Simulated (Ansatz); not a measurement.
`[SiH3][SiH2]BCl` + `[OH][GeH2][F]` → `[F][GeH2][O][SiH3]` + `[SiH3]BCl` at 500 K and 1 bar (cleavage of the Si–Si bond).

Isolated molecules relaxed with PBE0-D4/def2-TZVP in Ansatz; ΔE leaves out vibrations. CBS: MP2 limit from def2 TZ/QZ plus the TZ coupled-cluster correction, frozen cores. This one scheme is used for every species. For Ge outer-core shells are correlated without core-valence functions, which leaves a few kJ/mol of doubt a bond. Scalar relativity is left out up to krypton. One conformer a species, not always the lowest.

```tsv
species	CCSD(T)/CBS energy (Eh)	H − E (kJ/mol)	S (J/(mol·K))
`[SiH3][SiH2]BCl`	-1066.34562	194.7	436.7
`[OH][GeH2][F]`	-2252.93819	114.8	333.0
`[F][GeH2][O][SiH3]`	-2543.25592	170.5	421.0
`[SiH3]BCl`	-776.06195	133.4	356.8
```

H − E and S are ideal-gas, rigid-rotor, harmonic terms from PBE0-D4/def2-TZVP, for one conformer and one mirror image of each species. 1 Eh = 2625.50 kJ/mol, R = 8.31446 J/(mol·K).

By hand: ΔE, ΔH, ΔS and ΔG.

ΔE = (-2543.25592) + (-776.06195) − (-1066.34562) − (-2252.93819) = -0.03406 Eh = -89.4 kJ/mol. Δ(H − E) = 170.5 + 133.4 − 194.7 − 114.8 = -5.6, so ΔH = -95.0 kJ/mol. ΔS = 421.0 + 356.8 − 436.7 − 333.0 = 8.1 J/(mol·K). ΔG = -95.0 − 500 × (8.1)/1000 = -99.0 kJ/mol.

By hand: the equilibrium constant, and the temperature at which ΔG would vanish if ΔH and ΔS stayed fixed.

log₁₀ K = −ΔG/(RT ln 10) = 10.3. ΔH and −TΔS have one sign here, so there is no such temperature.

The number of gas molecules stays the same, so ΔS is small and ΔH decides. A doubt of 5 kJ/mol in ΔE shifts log₁₀ K by 0.5 here. Other conformers and mirror images would add mixing entropy, several J/(mol·K) or more a flexible species. Modes under 60 cm⁻¹, often nearly free rotors, make the harmonic entropy too high. These are equilibria of isolated gas molecules and say nothing of rates. Largest T1 diagnostic: 0.014 (customary marks: 0.02 for closed shells, 0.045 for open ones).

ΔS is within the doubt of such terms, so its sign, and with it that verdict, could turn.
